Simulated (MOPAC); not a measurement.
Job for MOPAC: PM3 on H6SSi (a complex), monomers drawn apart or pushed together.

```
PM3 1SCF PRECISE CHARGE=0 THREADS=1
H6SSi

Si     0.03021972 1    -0.04359007 1    -0.28747626 1
H     -0.70531116 1     1.12782493 1     0.23898639 1
H     -0.11048240 1    -0.07116418 1    -1.76353628 1
H     -0.54497672 1    -1.28611747 1     0.27249975 1
H      1.46224075 1     0.05875849 1     0.06319781 1
S      0.18738992 1     0.04770931 1     3.09667920 1
H     -0.33245987 1     1.27810010 1     2.96226799 1
H     -1.01635380 1    -0.53720978 1     2.99180451 1
```

Output:

```
*******************************************************************************
 **                                                                           **
 **                              MOPAC v23.2.5                                **
 **                                                                           **
 *******************************************************************************
 ** MOPAC's Digital Object Identifier: https://doi.org/10.5281/zenodo.6511958 **
 **                                                                           **
 ** Please cite the open-source release paper for use of this MOPAC version:  **
 ** J. E. Moussa and J. J. P. Stewart (2026)                                  **
 ** MOPAC: An open-source semiempirical molecular orbital program             **
 ** J. Open Source Softw., 11(119), 8025, https://doi.org/10.21105/joss.08025 **
 *******************************************************************************

                              PM3 CALCULATION RESULTS

 *******************************************************************************
 *  PM3        - The PM3 Hamiltonian to be used
 *
 *
 *
 *                 CHARGE ON SYSTEM = 0
 *
 *
 *
 *  PRECISE    - TIGHTER CRITERIA TO BE USED
 *  1SCF       - DO 1 SCF AND THEN STOP
 *  THREADS=1  - MULTI-THREADING NOT USED
 *  T=         - A TIME OF 172800.0 SECONDS REQUESTED
 *  DUMP=N     - RESTART FILE WRITTEN EVERY 7200.0 SECONDS REQUESTED
 *******************************************************************************
PM3 1SCF PRECISE CHARGE=0 THREADS=1
 H6SSi

   ATOM   CHEMICAL          X               Y               Z
  NUMBER   SYMBOL      (ANGSTROMS)     (ANGSTROMS)     (ANGSTROMS)

     1      Si          0.03021972  *  -0.04359007  *  -0.28747626  *
     2       H         -0.70531116  *   1.12782493  *   0.23898639  *
     3       H         -0.11048240  *  -0.07116418  *  -1.76353628  *
     4       H         -0.54497672  *  -1.28611747  *   0.27249975  *
     5       H          1.46224075  *   0.05875849  *   0.06319781  *
     6       S          0.18738992  *   0.04770931  *   3.09667920  *
     7       H         -0.33245987  *   1.27810010  *   2.96226799  *
     8       H         -1.01635380  *  -0.53720978  *   2.99180451  *



          CARTESIAN COORDINATES

    NO.       ATOM           X           Y           Z

     1        Si          0.0302     -0.0436     -0.2875
     2         H         -0.7053      1.1278      0.2390
     3         H         -0.1105     -0.0712     -1.7635
     4         H         -0.5450     -1.2861      0.2725
     5         H          1.4622      0.0588      0.0632
     6         S          0.1874      0.0477      3.0967
     7         H         -0.3325      1.2781      2.9623
     8         H         -1.0164     -0.5372      2.9918

  H: (PM3): J. J. P. STEWART, J. COMP. CHEM. 10, 209 (1989).
 Si: (PM3): J. J. P. STEWART, J. COMP. CHEM. 10, 209 (1989).
  S: (PM3): J. J. P. STEWART, J. COMP. CHEM. 10, 209 (1989).

           Empirical Formula: H6 Si S  =     8 atoms



      MOLECULAR POINT GROUP   :   C1


      RHF CALCULATION, NO. OF DOUBLY OCCUPIED LEVELS = 8


 -------------------------------------------------------------------------------
 PM3 1SCF PRECISE CHARGE=0 THREADS=1
 H6SSi



     1SCF WAS SPECIFIED, SO BFGS WAS NOT USED
     SCF FIELD WAS ACHIEVED


                              PM3 CALCULATION
                                                       MOPAC v23.2.5 Linux




          FINAL HEAT OF FORMATION =         13.63905 KCAL/MOL =      57.06578 KJ/MOL


          COSMO AREA              =        120.16 SQUARE ANGSTROMS
          COSMO VOLUME            =        108.63 CUBIC ANGSTROMS

          IONIZATION POTENTIAL    =          9.182698 EV
          HOMO LUMO ENERGIES (EV) =         -9.183  0.489
          NO. OF FILLED LEVELS    =          8
          MOLECULAR WEIGHT        =         66.1929         POINT GROUP:  C1

          MOLECULAR DIMENSIONS (Angstroms)

            Atom       Atom       Distance
            H     7    H     3     4.91966
            H     8    H     5     2.72927
            H     2    S     6     2.07985


          SCF CALCULATIONS        =          1





   ATOM   CHEMICAL          X               Y               Z
  NUMBER   SYMBOL      (ANGSTROMS)     (ANGSTROMS)     (ANGSTROMS)

     1      Si          0.03021972  *  -0.04359007  *  -0.28747626  *
     2       H         -0.70531116  *   1.12782493  *   0.23898639  *
     3       H         -0.11048240  *  -0.07116418  *  -1.76353628  *
     4       H         -0.54497672  *  -1.28611747  *   0.27249975  *
     5       H          1.46224075  *   0.05875849  *   0.06319781  *
     6       S          0.18738992  *   0.04770931  *   3.09667920  *
     7       H         -0.33245987  *   1.27810010  *   2.96226799  *
     8       H         -1.01635380  *  -0.53720978  *   2.99180451  *

                             CARTESIAN COORDINATES

   1   Si        0.030219720    -0.043590070    -0.287476260
   2    H       -0.705311160     1.127824930     0.238986390
   3    H       -0.110482400    -0.071164180    -1.763536280
   4    H       -0.544976720    -1.286117470     0.272499750
   5    H        1.462240750     0.058758490     0.063197810
   6    S        0.187389920     0.047709310     3.096679200
   7    H       -0.332459870     1.278100100     2.962267990
   8    H       -1.016353800    -0.537209780     2.991804510


           Empirical Formula: H6 Si S  =     8 atoms



      MOLECULAR POINT GROUP   :   C1


                  EIGENVALUES
 -27.26814 -16.75533 -15.30369 -12.53317 -11.96799 -11.76226 -11.58440  -9.18270
   0.48880   0.73819   1.26301   2.16930   2.23978   2.33602


              NET ATOMIC CHARGES AND DIPOLE CONTRIBUTIONS

  ATOM NO.   TYPE          CHARGE      No. of ELECS.   s-Pop       p-Pop
    1         Si           0.445035        3.5550     0.92357     2.63140
    2          H          -0.121266        1.1213     1.12127
    3          H          -0.127632        1.1276     1.12763
    4          H          -0.109805        1.1098     1.10981
    5          H          -0.093545        1.0935     1.09355
    6          S          -0.006013        6.0060     1.88715     4.11886
    7          H           0.006670        0.9933     0.99333
    8          H           0.006555        0.9934     0.99344
 DIPOLE           X         Y         Z       TOTAL
 POINT-CHG.     0.126    -0.032     0.255     0.286
 HYBRID        -1.730     0.647    -0.232     1.862
 SUM           -1.604     0.615     0.023     1.719


          ATOMIC ORBITAL ELECTRON POPULATIONS

     Atom    s        px        py        pz
    1 Si   0.92357   0.89209   0.87208   0.86724
    2  H   1.12127
    3  H   1.12763
    4  H   1.10981
    5  H   1.09355
    6  S   1.88715   1.10537   1.03528   1.97822
    7  H   0.99333
    8  H   0.99344

 **********************
 *                    *
 * JOB ENDED NORMALLY *
 *                    *
 **********************




 == MOPAC DONE ==
```

The run finished.

Cost: very roughly 0.020 core-seconds.
